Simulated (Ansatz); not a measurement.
Total energies of `SC#Cc1ccc(C#Cc2ccc(C#Cc3ccc(C#Cc4ccc(S)cc4)cc3)cc2)cc1` from Ansatz at PBE0-D4/def2-TZVP, gas phase (1 Eh = 27.2114 eV = 2625.5 kJ/mol). The reference geometry is relaxed at r2SCAN-D4/def2-SVP.

```json
{"state": "charge 0 singlet", "geometry": "reference", "energy (Eh)": "-2025.17443"}
{"state": "charge 1 doublet", "geometry": "reference", "energy (Eh)": "-2024.93378"}
{"state": "charge -1 doublet", "geometry": "reference", "energy (Eh)": "-2025.23164"}
{"state": "free S atom (triplet)", "geometry": "–", "energy (Eh)": "-397.97371"}
{"state": "free C atom (triplet)", "geometry": "–", "energy (Eh)": "-37.80537"}
{"state": "free H atom (doublet)", "geometry": "–", "energy (Eh)": "-0.50104"}
```

Single mean-field runs in def2-TZVP are fitted with def2-universal-jkfit.

Q: Work out the vertical ionisation energy to the doublet.

A: E(charge 1 doublet) − E(charge 0 singlet) = -2024.93378 − (-2025.17443) = 0.24065 Eh = 6.55 eV. For comparison, −ε of the highest occupied level is 5.68 eV at this level, 0.87 eV less.

Q: Work out the vertical electron affinity, to the doublet.

A: E(charge 0 singlet) − E(charge -1 doublet) = -2025.17443 − (-2025.23164) = 0.05721 Eh = 1.56 eV. The basis lacks diffuse functions, which makes affinities too small.

Q: Give the fundamental gap IE − EA, the Mulliken electronegativity (IE + EA)/2 and the hardness (IE − EA)/2.

A: From the values in Eh: IE − EA = 0.24065 − 0.05721 = 0.18344 Eh = 4.99 eV; (IE + EA)/2 = 4.05 eV; (IE − EA)/2 = 2.50 eV. The HOMO–LUMO gap of the same run is 3.30 eV, 1.69 eV smaller than the fundamental gap.

Q: What is the binding energy per atom against free atoms?

A: Atoms: 2 × (-397.97371) + 32 × (-37.80537) + 18 × (-0.50104) = -2014.73798 Eh. Binding: -2014.73798 − (-2025.17443) = 10.43645 Eh = 283.99 eV, or 5.46 eV for each of 52 atoms (no zero-point energy, no counterpoise term).
